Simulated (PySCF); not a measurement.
Gallium: a sound run and one with changed settings

Sound run: Ga [Ar] 3d10 4s2 4p1, Ga⁺ [Ar] 3d10 4s2. Calculation: PySCF 2.14, in 6-31G*; no relativity, point nucleus. The sound run starts from symmetry-adapted Hartree-Fock orbitals and uses a fine grid where one is needed.

Changed run: radial step 0.8 in ln r (0.13 in the sound run). This setting is unsound on purpose.

```
species  method  sound run (hartree)  changed run (hartree)  converged
     Ga     UHF          -1922.94348            -1922.94348        yes
     Ga    TPSS          -1924.52114            -1924.82976        yes
     Ga     LDA          -1921.50698            -1921.59648        yes
    Ga⁺     UHF          -1922.73879            -1922.73879        yes
    Ga⁺    TPSS          -1924.29716            -1924.60890        yes
    Ga⁺     LDA          -1921.28121            -1921.37699        yes
```

Ionisation energy of Ga:

```csv
method,sound run (eV),changed run (eV)
UHF,5.570,5.570
TPSS,6.095,6.010
LDA,6.144,5.973
```

A coarse radial grid mis-integrates the density and the exchange-correlation energy, with errors of either sign; Hartree-Fock needs no grid.

For comparison, NIST gives 5.999 eV between the lowest levels.
